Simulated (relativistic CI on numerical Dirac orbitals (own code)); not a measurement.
**Hyperfine structure of Yb12+, mass number 171**

Computed by Dirac-Coulomb-Breit CI, separate exchange-only KLI orbitals for each configuration, QED by a radiative potential, unscaled Slater integrals (own radial code, finite nucleus).

Configurations in the expansion (outside the closed core [Ar] 3d10 4p6 4d10): 4s²4f¹⁰5s², 4s²4f⁹5s²5p, 4s²4f¹², 4s²4f¹⁰5s5p, 4s²4f¹¹5s, 4s²4f¹¹6s, 4s²4f¹⁰6s², 4s4f¹¹5s², 4s4f¹²5s, 4f¹²5s². Levels of other configurations are missing.

Nuclear spin I = 1/2, μ = 0.4923 μN (tables of Stone and Pyykkö). The electronic factors are computed for point nuclear moments, without core polarisation or the Bohr-Weisskopf and QED corrections.

| Level | E (cm⁻¹) | A (MHz) |
| --- | --- | --- |
| 4s²4f¹⁰5s² ⁵I8 | 0.0 | 1106 |
| 4s²4f¹⁰5s² ⁵I7 | 8310.8 | 1209 |
| 4s²4f¹⁰5s² ⁵I6 | 14034.5 | 1327 |
| 4s²4f¹⁰5s² ⁵I5 | 18191.9 | 1534 |
| 4s²4f¹⁰5s² ⁵I4 | 21544.6 | 1945 |
| 4s²4f¹⁰5s² ⁵F5 | 26887.6 | 948.8 |
| 4s²4f¹⁰5s² ³K8 | 31752.5 | 1257 |
| 4s²4f¹⁰5s² ⁵F4 | 32267.2 | 1002 |

Levels with J = 0, under 50 % of one LS term, or S terms without an open s electron are left out. Small factors come from cancelling terms and can be off by tens of per cent or more.

At this charge transitions that keep the count of f electrons are usually good to a few per cent. Terms inside the open d or f shell come out 10 to 20 % too wide with unscaled integrals. Levels and lines within the n = 5 or 6 shells can be off by up to 10 % or somewhat more, and those that change n by about 2 %, since core polarisation is missing. Levels that differ in their count of f electrons can be misplaced by several ten thousand cm⁻¹, since the correlation energy of f electrons is missing or only estimated; rates across such gaps can be off by orders of magnitude.

(1) Give the hyperfine levels of 4s²4f¹⁰5s² ⁵I8 relative to its centre of gravity.

## Answers

(1) With K = F(F + 1) − I(I + 1) − J(J + 1), E = AK/2: F = 15/2: -4976, F = 17/2: 4423 MHz.

LS names give the leading component of a level, which can be under half, so a name can repeat, a term be missing and a line seem to break the LS rules.
